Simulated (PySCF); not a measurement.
Spectrum to structure. Theory: TDDFT CAM-B3LYP/def2-SVPD, vertical, gas phase, core orbitals frozen in the response in PySCF. Geometries: GFN2-xTB, one conformer each.

| state | E (eV) | f |
| --- | --- | --- |
| S1 | 6.28 | 0.015 |
| S2 | 6.65 | 0.073 |
| S3 | 6.81 | 0.0097 |
| S4 | 6.90 | 0.039 |
| S5 | 6.95 | 0.086 |
| S6 | 6.99 | 0.013 |
| S7 | 7.07 | 0.016 |
| S8 | 7.21 | 0.0051 |

Question: Which candidate is it?
A. `ClC([SiH2][SiH2][SiH2]C#N)Cl`
B. `C=C[SiH2]/C([SiH3])=C/[SiH3]`
C. `[SiH3]/C=C\[SiH2][SiH]1CC1`

Answer: A. Its S1, at 6.28 eV, is the highest among the candidates; the nearest of the others has S1 at 5.24 eV. S1 is HOMO→LUMO (57%), HOMO→LUMO+3 (18%), HOMO→LUMO+4 (9%). Löwdin shares by element: HOMO chlorine 56%, carbon 18% or more, silicon 12% or more; LUMO silicon 65%, hydrogen 6% or more (atoms not listed hold the other 29%). At the same level the other candidates give, for their lowest levels:
- `C=C[SiH2]/C([SiH3])=C/[SiH3]`: 4.92 eV (f 0.000); 6.26 eV (f 0.407); 6.53 eV (f 0.004); 6.64 eV (f 0.001); 7.13 eV (f 0.047); T1 3.90 eV; HOMO -9.02, LUMO -0.17 eV
- `[SiH3]/C=C\[SiH2][SiH]1CC1`: 5.24 eV (f 0.000); 5.72 eV (f 0.052); 5.93 eV (f 0.139); 6.12 eV (f 0.104); 6.22 eV (f 0.204); T1 3.94 eV; HOMO -8.03, LUMO -0.13 eV

Shape of the structure used: `[N:1]#[C:2][SiH2:3][SiH2:4][SiH2:5][CH:6]([Cl:7])[Cl:8]`: C2–Si3–Si4–Si5 24°, Si3–Si4–Si5–C6 23°, Si4–Si5–C6–Cl7 163°.
Triplets come from the Tamm–Dancoff approximation.
